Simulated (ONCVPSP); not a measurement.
## Scattering properties, ONCV potential for cadmium

cadmium, optimised norm-conserving Vanderbilt (ONCV), made with ONCVPSP 4.0.1 (PBEsol, scalar-relativistic). Core [Ar] 3d10, reference 4s2 4p6 4d10 5s2. Waves: 4s+5s: rc 1.50 bohr, ncon 3, nbas 7, qcut 10.7 1/bohr, 2 projectors; 4p: rc 1.45 bohr, ncon 4, nbas 9, qcut 9 1/bohr, 2 projectors, debl 1.4 Ha; 4d: rc 1.75 bohr, ncon 3, nbas 8, qcut 9.5 1/bohr, 2 projectors, debl 2.5 Ha. Local part: polynomial inside 0.95 bohr (lpopt 5, dvloc0 1 Ha). Core correction: Teter function, fcfact 2.75, rcfact 1.8.

In the p channel the program set the typed energies aside and used -2.458, 0.250 Ha.

The phase is arctan(r·R′/R) of the radial function R(r), unwrapped; energies in Ha, scanned from -5 to 5 Ha. A pole is an energy at which the radial function vanishes at the test radius. The pseudo phase is shifted by a multiple of π to meet the all-electron one at the reference energy, and phase errors are pseudo minus all-electron; the curves can meet again beyond the range given. Levels narrower than the energy grid can be missing from the lists of poles.

Task: For each channel, where are the poles, and over which energies does the pseudopotential scatter like the atom?

Result:

| channel | radius (bohr) | reference energy (Ha) | poles, all-electron | poles, pseudo | unbroken range about the reference energy with phases within 0.05 rad | phase error 1 Ha above the reference energy (rad) |
| --- | --- | --- | --- | --- | --- | --- |
| s | 1.52 | -0.21 | -3.49 | -3.49 | the whole range | -0.000 |
| p | 1.47 | -2.46 | -1.70 | -1.70 | the whole range | -0.000 |
| d | 1.78 | -0.43 | 0.14 | 0.14 | the whole range | +0.000 |

Phases in the d channel:

| E (Ha) | all-electron | pseudo |
| --- | --- | --- |
| -4.96 | 1.348 | 1.348 |
| -4.48 | 1.332 | 1.332 |
| -4.00 | 1.313 | 1.313 |
| -3.52 | 1.288 | 1.288 |
| -3.04 | 1.254 | 1.255 |
| -2.56 | 1.206 | 1.206 |
| -2.08 | 1.126 | 1.126 |
| -1.60 | 0.965 | 0.965 |
| -1.12 | 0.476 | 0.476 |
| -0.64 | -0.860 | -0.860 |
| -0.16 | -1.430 | -1.430 |
| 0.32 | -1.631 | -1.630 |
| 0.80 | -1.761 | -1.761 |
| 1.28 | -1.897 | -1.897 |
| 1.76 | -2.101 | -2.101 |
| 2.24 | -2.525 | -2.525 |
| 2.72 | -3.375 | -3.374 |
| 3.20 | -4.031 | -4.030 |
| 3.68 | -4.312 | -4.310 |
| 4.16 | -4.450 | -4.448 |
| 4.64 | -4.532 | -4.530 |
